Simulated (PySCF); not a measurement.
From one molecule to another.

First species: C8H15P.
SMILES: `CC(P(C(C)C)C#C)C`

Second species: C9H14.
InChI=1S/C9H14/c1-2-9-7-5-3-4-6-8-9/h2-3,5,9H,1,4,6-8H2/t9-/m1/s1

Levels: PBE0/pcSseg-1 for HOMO energy, LUMO energy and HOMO–LUMO gap. Geometries: GFN2-xTB. Each species is one conformer at its optimised geometry, gas phase, non-relativistic unless stated. Electronic properties by PySCF.

The conformers computed, where there is a choice (atom-mapped SMILES and torsion angles):
- `[CH:1]#[C:2][P:3]([CH:4]([CH3:5])[CH3:6])[CH:7]([CH3:8])[CH3:9]`: C2–P3–C4–C5 -52°, C2–P3–C7–C8 -72°

The conformers of `C=C[C@@H]1CC=CCCC1` aren't listed.

```json
{"property": "HOMO energy", "column X": "-6.92 eV", "column Y": "-6.60 eV"}
{"property": "LUMO energy", "column X": "0.39 eV", "column Y": "0.19 eV"}
{"property": "HOMO–LUMO gap", "column X": "7.31 eV", "column Y": "6.79 eV"}
```

(1) Which column belongs to which species?

(2) How does each property change from the first species to the second?

Answers

(1) Column X is the second species and column Y the first. The first has 24 atoms and 78 electrons, the second 23 and 68.

(2) HOMO energy -0.32 eV; LUMO energy +0.20 eV; HOMO–LUMO gap +0.52 eV.

